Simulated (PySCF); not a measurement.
H8GeOSi2, SMILES O[SiH2][SiH2][GeH3] (GFN2-xTB optimised geometry):

```
12

O      1.810     0.444     0.001
Si     1.685    -1.189     0.000
Si    -0.620    -1.189     0.000
Ge    -1.179     1.084     0.000
H      2.648     0.899     0.006
H      2.403    -1.713    -1.170
H      2.399    -1.713     1.173
H     -1.213    -1.862    -1.165
H     -1.209    -1.858     1.168
H     -0.660     1.862    -1.172
H     -0.672     1.857     1.182
H     -2.648     1.429    -0.008
```

Calculation: PBE0/def2-TZVP in PySCF 2.14.0.

What are the frontier orbital energies and the dipole moment?

HOMO-2 -8.73 eV, HOMO-1 -8.71 eV, HOMO -8.08 eV, LUMO -0.78 eV, LUMO+1 -0.07 eV; dipole moment 1.80 D.

Meta-Löwdin charges at PBE0/def2-TZVP: O1 -0.77, Si2 0.66, Si3 0.12, Ge4 0.13, H5 0.36, H6 -0.11, H7 -0.11, H8 -0.06, H9 -0.06, H10 -0.05, H11 -0.05, H12 -0.06.
